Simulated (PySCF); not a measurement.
**Working out the ionisation energy of Cr**

Cr [Ar] 3d5 4s1 (7S) → Cr⁺ [Ar] 3d5 (6S). Calculation: PySCF 2.14, in x2c-TZVPall; the spin-free X2C one-electron Hamiltonian (Gaussian nucleus). Frozen: [Ar]. Energies in hartree (1 hartree = 27.21139 eV):

```csv
part,Cr (lower),Cr⁺ (upper)
UHF,-1049.643516,-1049.422419
MP2 opposite-spin,0.000000,0.000000
MP2 same-spin,-0.076723,-0.062346
```

What does Hartree-Fock give?

(-1049.422419) − (-1049.643516) = 0.221097 hartree = 6.016 eV.

What do MP2 and SCS-MP2 (6/5 opposite-spin, 1/3 same-spin) give?

The opposite-spin parts differ by 0.000 eV and the same-spin parts by 0.391 eV. MP2: 6.016 + (0.000) + (0.391) = 6.407 eV. SCS-MP2: 6.016 + 1.2 × (0.000) + (0.391)/3 = 6.146 eV.

Measured between the centres of the two terms (NIST): 6.767 eV, so MP2 (valence) is off by -0.360 eV.

What remains against the reference includes basis incompleteness, the frozen core and correlation beyond second order.
